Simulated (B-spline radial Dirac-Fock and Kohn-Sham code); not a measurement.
These are calculated numbers from a radial finite-basis atomic code; the model is Dirac-Fock (average of configuration) total-energy differences with a finite nucleus, the Breit interaction including its frequency dependence, and self-energy and vacuum-polarisation corrections. Free neutral atoms up to Cf, the lines Kα1, Kβ1, Lα1, Lβ1, Lβ2, Lγ1, Lℓ and Mα1 where both subshells are closed (so no Lα of most 3d metals and no Mα of most lanthanides); Na, Y were not searched.

**Question.** Cs Lβ1 is computed at 4620.6 eV. Which of the searched lines of other elements lie within 68 eV and could overlap it in an energy-dispersive spectrum?

**Answer.** Nd Lℓ at 4629.6 eV (+9); La Lα1 at 4650.5 eV (+30); Te Lγ1 at 4573.0 eV (-48).
